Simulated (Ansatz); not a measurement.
Cost and result for the atomization energy of C₂H₇O₂Si (`CO[SiH]OC`) radical (12 atoms, 11 bonds).

```xyz
12

C     1.152    0.805   -2.221
O     1.060    0.411   -0.872
Si   -0.348    0.336   -0.040
O     0.067   -0.348    1.388
C    -0.865   -0.755    2.363
H     2.162    0.582   -2.568
H     0.441    0.262   -2.853
H     0.974    1.879   -2.336
H    -1.327   -0.555   -0.767
H    -1.666   -1.366    1.930
H    -1.315    0.105    2.869
H    -0.336   -1.356    3.105
```

Charge 0, multiplicity 2. All single points use the PBE0-D4/def2-TZVP geometry. It is one conformer, not always the lowest. Program: Ansatz. Hardware: A = 2 threads of an AMD EPYC 7R13 on a shared host; B = 2 threads of an AMD EPYC 7R13 on a shared host and a share of an NVIDIA H100 80 GB. Times are those of one run each, without the atoms' runs, and a repeat can differ threefold. Electronic energies, without spin–orbit coupling; frozen cores. CCSD(T)/CBS adds CCSD(T) − MP2 in def2-TZVPP to the MP2 limit, and its time is that of the two runs behind it. T1 = 0.014; ⟨S²⟩ of the reference is 0.76. B3LYP takes the VWN-RPA correlation (the form of Gaussian; ORCA's B3LYP/G).

CCSD(T)/CBS is a level of theory with its own doubt, some kJ/mol a heavy atom from the limit and from the frozen cores, so smaller differences don't rank the functionals.

```tsv
level	functions	wall time
MP2/def2-QZVPP [B]	508	2.8 s
PBE-D4/def2-TZVPP (with forces) [A]	264	5.5 s
PBE0-D4/def2-TZVPP [A]	264	8.5 s
CCSD(T)/def2-TZVPP [B]	264	8.5 s
r2SCAN-D4/def2-TZVPP (with forces) [A]	264	9.5 s
B3LYP-D4/def2-TZVPP (with forces) [A]	264	9.5 s
CCSD(T)/CBS(def2)	–	11 s
B2PLYP/def2-TZVPP [A]	264	12 s
ωB97X-V/def2-TZVPP [A]	264	17 s
ωB97M-V/def2-TZVPP (with forces) [A]	264	23 s
```

(1) What atomization energy does each give, and how far from CCSD(T)/CBS? (Best estimate.)

Answers

(1) Computed: 
| level | atomization (kcal/mol) | difference from CCSD(T)/CBS | per bond |
| --- | --- | --- | --- |
| MP2/def2-QZVPP [B] | 1076.1 | 6.8 | 0.6 |
| PBE-D4/def2-TZVPP (with forces) [A] | 1087.0 | 17.7 | 1.6 |
| PBE0-D4/def2-TZVPP [A] | 1066.3 | -3.0 | -0.3 |
| CCSD(T)/def2-TZVPP [B] | 1040.8 | -28.5 | -2.6 |
| r2SCAN-D4/def2-TZVPP (with forces) [A] | 1073.1 | 3.8 | 0.3 |
| B3LYP-D4/def2-TZVPP (with forces) [A] | 1069.2 | -0.1 | 0.0 |
| CCSD(T)/CBS(def2) | 1069.3 | 0.0 | 0.0 |
| B2PLYP/def2-TZVPP [A] | 1058.1 | -11.2 | -1.0 |
| ωB97X-V/def2-TZVPP [A] | 1070.8 | 1.5 | 0.1 |
| ωB97M-V/def2-TZVPP (with forces) [A] | 1069.7 | 0.4 | 0.0 |

The D4 term adds +8.2 kcal/mol with B3LYP and +4.3 kcal/mol with PBE0; it sums over pairs of atoms, weighted by their polarisabilities, and B3LYP, whose exchange is more repulsive, gets the larger term. In def2-TZVPP, CCSD(T) changes the Hartree–Fock value by +262.8 kcal/mol (the triples alone add +14.5 kcal/mol) and MP2 by +280.8 kcal/mol; breaking electron pairs costs correlation energy, which Hartree–Fock lacks. From PBE to PBE0 (25 % exact exchange), in def2-TZVPP and without D4, the atomization energy moves by −19.9 kcal/mol: exact exchange takes away binding that semilocal exchange gives to molecules.
